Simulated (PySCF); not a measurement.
# InH⁻ at UHF-CCSD(T)

Level: UHF-CCSD(T). PySCF, scalar-relativistic core potentials, basis sets In def2-TZVPPD with ECP28, H def2-TZVPPD.

```
state                          : ²Π (doublet), unpaired electrons π ↑
bond length                    : 1.881 Å
harmonic wavenumber            : 1287 cm⁻¹
force constant                 : 0.976 mdyn/Å
rotational constant Be         : 4.771 cm⁻¹
anharmonicity ωexe             : 32.3 cm⁻¹
vibration–rotation constant αe : 0.179 cm⁻¹
```

Correlated steps freeze 4 core orbitals. These are scalar-relativistic numbers at best; spin–orbit coupling would shift them, the dissociation energy most. The state is the lowest determinant that a PBE0 search found; another state may lie lower at other levels.
